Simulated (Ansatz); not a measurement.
Ansatz (a program for electronic structure) input (HSE06/def2-TZVPD):

Ansatz 0.2 input:
```yaml
crystal:
  periodic: [false, false, false]
  atoms:
    - {symbol: Nb, position_ang: [0.03307259, 0.22842254, -0.15750494]}
    - {symbol: O, position_ang: [1.32498639, -0.84746528, -0.39242662]}
    - {symbol: F, position_ang: [-1.32842968, -0.28728909, 1.06634619]}
basis:
  gaussian:
    orbitals: def2-TZVPD
hamiltonian:
  xc: {name: HSE06}
magnetization: {spin_polarized: true, initial_magnetization: 2}
output: {forces: true}
```

End of the output:

```
integrals: 0.04 GiB planned
752 factors; their error is unknown
integrals: 0.07 GiB planned
56 factors; integrals over basis functions are off by at most 4.0e-5 eV
mean field: 0.49 GiB planned
mean field evaluation 1: about -6302.3039 eV, gradient 5.5e1 eV
mean field evaluation 2: about -6122.5092 eV, gradient 1.8e2 eV
mean field evaluation 4: about -6310.7450 eV, gradient 2.4e1 eV
mean field evaluation 8: about -6312.6467 eV, gradient 1.9e-1 eV
mean field evaluation 16: about -6312.6839 eV, gradient 1.8e-3 eV
mean field evaluation 32: about -6312.0906 eV, gradient 4.6e0 eV
mean field -6312.68394674 eV, -231.9868561518 hartree, gradient 1.0e-5 eV, S^2 2.012495; 3 other end points of the search recorded, 0 dependent functions left out
the calculation of the forces begins
reference -6312.68400135 eV, -231.9868581588 hartree; 16, 14 occupied and 104, 106 virtual orbitals, 752 factors
Total energy: -6312.68400135 eV, -231.9868581588 hartree
Atom 0 at     0.033073     0.228423    -0.157505 Å, force     0.320983    -0.496691     0.077390 eV/Å
Atom 1 at     1.324986    -0.847465    -0.392427 Å, force    -0.490810     0.420862     0.082075 eV/Å
Atom 2 at    -1.328430    -0.287289     1.066346 Å, force     0.169827     0.075828    -0.159464 eV/Å
Dipole moment:    -0.142743     0.733791    -0.337978 e Å
```

The spin state was set by rule; other spins were not relaxed.
